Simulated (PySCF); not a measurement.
## Fractional electron number in Sm²⁺ (samarium, charge +2)

The 4f alpha orbital of [Xe] 4f6 is emptied in steps (occupation f), with all orbitals relaxed, ending at [Xe] 4f5. Computed with PySCF 2.14 in def2-TZVP with the def2 core potential (28 electrons), with a scalar-relativistic core potential. The exact energy is a straight line in f; departures are measured from the line between the end points of the same method.

```json
{"f": "1", "UHF (eV)": "0.000", "LDA (eV)": "0.000", "PBE (eV)": "0.000"}
{"f": "0.75", "UHF (eV)": "0.873", "LDA (eV)": "-1.613", "PBE (eV)": "-1.558"}
{"f": "0.5", "UHF (eV)": "1.120", "LDA (eV)": "-2.178", "PBE (eV)": "-2.098"}
{"f": "0.25", "UHF (eV)": "0.807", "LDA (eV)": "-1.653", "PBE (eV)": "-1.589"}
{"f": "0", "UHF (eV)": "0.000", "LDA (eV)": "0.000", "PBE (eV)": "0.000"}
```

**Question.** For PBE, how does the orbital energy at f = 1 compare with the removal energy?

**Answer.** −ε = 16.733 eV against a total-energy difference of 24.950 eV. By Janak's theorem ε = ∂E/∂f, so the gap between them reflects the curvature. Along the path −ε is 20.730 (f = 0.75), 24.867 (f = 0.5), 29.129 (f = 0.25) eV.

```csv
method,E(f=0) − E(f=1) (eV),−ε at f=1 (eV),−ε at f=0.5 (eV)
UHF,21.553,26.385,21.376
LDA,25.441,16.948,25.335
PBE,24.950,16.733,24.867
```

Reference removal energy between the ground levels: 23.55 ± 0.08 eV (semi-empirical (NIST evaluation); NIST Atomic Spectra Database, ionization energies). The calculation has no spin-orbit coupling. The determinant left behind need not be the lowest term of the ion. UHF lacks correlation.
